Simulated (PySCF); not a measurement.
## Partial charges of `C/N=C/c1cccs1`

Compound: C₆H₇NS.
Z-matrix (Å and degrees, GFN2-xTB geometry), rows numbered from 1:
```
C 
N   1  1.4235
C   2  1.2629  1  120.43
C   3  1.4336  2  121.91  1  -179.88
C   4  1.3720  3  127.52  2   179.45
C   5  1.4055  4  113.00  3  -179.83
C   6  1.3615  5  112.32  4    -0.00
S   7  1.7158  6  112.63  5    -0.02
H   1  1.0913  2  108.26  3  -122.05
H   1  1.0914  2  108.27  3   121.67
H   1  1.0998  2  113.68  3    -0.17
H   3  1.1028  2  123.03  1     0.03
H   5  1.0757  4  123.12  3     0.17
H   6  1.0753  5  123.81  4  -179.98
H   7  1.0722  6  127.91  5   179.98
```

Density: PBE0/pcSseg-1 (PySCF); schemes: Mulliken, IAO, Hirshfeld and ESP-fitted. The structure is a single GFN2-xTB conformer in the gas phase; no vibrational or solvent corrections.

Question: Atoms with like bonding are taken together and averaged. Which atoms carry the highest charge in the Mulliken, IAO, Hirshfeld and ESP-fitted schemes?

Answer: The schemes don't all agree: Mulliken S8 (+0.348); IAO S8 (+0.369); Hirshfeld S8 (+0.121); ESP-fitted C3 (+0.415).

Question: Do the Mulliken, IAO, Hirshfeld and ESP-fitted schemes agree on where the charge is lowest?

Answer: The schemes don't all agree: Mulliken N2 (-0.450); IAO C7 (-0.310); Hirshfeld N2 (-0.154); ESP-fitted C6 (-0.349).

Question: For which atoms does the sign change between the 4 schemes (beyond +0.03 e in one, beyond −0.03 e in another)?

Answer: For none.

Question: Tabulate the Mulliken, IAO, Hirshfeld and ESP-fitted charges.

Answer: In e; atoms taken as equivalent share a row and are averaged (×n: the atom named and its like, n in all):

| atom | environment | Mulliken | IAO | Hirshfeld | ESP-fitted |
| --- | --- | --- | --- | --- | --- |
| C1 | N-methyl carbon | -0.095 | -0.301 | -0.072 | -0.275 |
| N2 | imine nitrogen | -0.450 | -0.280 | -0.154 | -0.347 |
| C3 | imine carbon | +0.232 | +0.019 | +0.022 | +0.415 |
| C4 | substituted aromatic carbon | -0.423 | -0.165 | -0.041 | -0.292 |
| C5 | aromatic CH carbon | -0.007 | -0.177 | -0.067 | +0.025 |
| C6 | aromatic CH carbon | -0.040 | -0.186 | -0.075 | -0.349 |
| C7 | aromatic CH next to a ring sulfur | -0.260 | -0.310 | -0.076 | -0.057 |
| S8 | thiophene-type sulfur | +0.348 | +0.369 | +0.121 | +0.025 |
| H9/H10/H11 | methyl hydrogen | +0.109 | +0.142 | +0.044 | +0.123 |
| H12 | hydrogen on a C=N carbon | +0.070 | +0.106 | +0.042 | +0.008 |
| H13 | aromatic hydrogen | +0.081 | +0.162 | +0.056 | +0.121 |
| H14 | aromatic hydrogen | +0.091 | +0.163 | +0.056 | +0.196 |
| H15 | aromatic hydrogen | +0.125 | +0.175 | +0.056 | +0.163 |

Mean size of the charges over all atoms: IAO 0.189 e, ESP-fitted 0.176 e, Mulliken 0.170 e, Hirshfeld 0.065 e. Each set sums to the total charge, 0, to within 0.001 e. The IAO scheme counts the electrons in orthogonalised intrinsic atomic orbitals, a minimal basis polarised so that it spans the occupied orbitals exactly. The Mulliken scheme counts on each atom the diagonal of the density matrix times the overlap matrix over that atom's basis functions.

Some averages cover members that differ in this geometry: H9/H10/H11, ESP-fitted +0.087 to +0.141; H9/H10/H11, IAO +0.109 to +0.159; H9/H10/H11, Mulliken +0.082 to +0.123 e.

Question: How closely do the schemes follow one another over all atoms?

Answer: Correlation coefficient and root-mean-square difference: IAO with Hirshfeld 0.96, 0.140 e; Mulliken with Hirshfeld 0.84, 0.161 e; Mulliken with IAO 0.81, 0.131 e; Mulliken with ESP-fitted 0.75, 0.154 e; Hirshfeld with ESP-fitted 0.72, 0.172 e; IAO with ESP-fitted 0.68, 0.171 e.

Question: Sum the charges by element, for elements with more than one atom.

Answer: 
| element | atoms | Mulliken | IAO | Hirshfeld | ESP-fitted |
| --- | --- | --- | --- | --- | --- |
| C | 6 | -0.593 | -1.121 | -0.310 | -0.534 |
| H | 7 | +0.695 | +1.032 | +0.343 | +0.856 |

Question: How many electrons does the Mulliken scheme count on C5?

Answer: Z − q = 6 − (-0.007) = 6.007.
